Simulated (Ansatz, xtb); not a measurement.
Reaction R1 + 3 R2 → 2 P1, each structure at its B3LYP-D3(BJ)/def2-TZVP stationary point, reached from a drawn start (curvature not checked).
R1: N2 (SMILES N#N), charge 0, multiplicity 1.
R2: H2 (SMILES [H][H]), charge 0, multiplicity 1.
P1: NH3 (SMILES N), charge 0, multiplicity 1.

P less R. No zero-point or thermal terms.

Frozen-core correlation throughout.

Codes used: Ansatz (Gaussian basis) for Hartree–Fock, density functionals and correlated methods; xtb for the GFN methods. All values are computed, each at the level named.

**Question.** One of these levels gives -127.2 kJ/mol for the reaction energy. Which one is it?
(A) SCS-MP2/cc-pVTZ
(B) GFN2-xTB
(C) SVWN5/def2-TZVPP
(D) PBE/def2-TZVPP

**Answer.** A, SCS-MP2/cc-pVTZ. The others give -373.6 (GFN2-xTB), -277.1 (SVWN5/def2-TZVPP), -187.1 (PBE/def2-TZVPP)

Ansatz is an electronic-structure program.
